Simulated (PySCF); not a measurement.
# Correlation energy of Te (tellurium, neutral)

[Kr] 4d10 5s1 5p5, high-spin 3P determinant (an excited configuration). Calculation: PySCF 2.14, in x2c-TZVPPall; the spin-free X2C one-electron Hamiltonian (Gaussian nucleus). Frozen: [Kr] 4d10; 6 electrons correlated.

```tsv
level	correlation energy (mhartree)
CCSD	-155.64
(T)	-14.04
CCSD(T)	-169.68
```

Diagnostics: T1 = 0.020, D1 = 0.0385, largest double amplitude 0.235.

Task: Is a single reference adequate?

Result: Not fully. A double-excitation amplitude exceeds 0.15, a sign of near-degeneracy.
